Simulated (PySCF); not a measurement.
ClIn (SMILES [Cl][In]), singlet, at a GFN2-xTB geometry (such geometries of metal compounds can be far from the true shape) (all electrons, no relativity). Base run: B3LYP/STO-3G run with PySCF.

Here is a job for PySCF.
```python
from pyscf import gto, scf, dft

mol = gto.Mole()
mol.atom = '''
    In   -0.00000000   -0.00000000   -0.61493004
    Cl    0.00000000    0.00000000    1.77244540
'''
mol.basis = 'sto-3g'
mol.verbose = 4
mol.build()

mf = dft.RKS(mol)
mf.xc = 'b3lyp'
mf.kernel()
```

Variants of this job, named by their change:

| change | ΔE vs base (µEh) | SCF cycles | outcome |
|---|---|---|---|
| base | 0.0 | 7 | converged |
| init_guess = 1e | 0.0 | 11 | converged |
| damp = 0.5; diis_start_cycle = 5 | 0.0 | 10 | converged |
| diis = off; damp = 0.3 (with mf.diis_start_cycle = 200; with mf.max_cycle = 150) | 0.0 | 11 | converged |
| init_guess = mod_huckel | 0.0 | 9 | converged |
| level_shift = 1.0 (with mf.max_cycle = 100) | 0.0 | 35 | converged |
| diis_space = 4 | 0.0 | 7 | converged |
| conv_tol = 1e-6 | 0.0 | 5 | converged |
| init_guess = huckel | 0.0 | 8 | converged |
| solver = newton | 0.0 | - | converged |
| conv_tol_grad = 1e-3 | 0.0 | 7 | converged |
| diis = off (with mf.max_cycle = 100) | - | 100 | not converged |
| conv_tol = 1e-11 | 0.0 | 8 | converged |
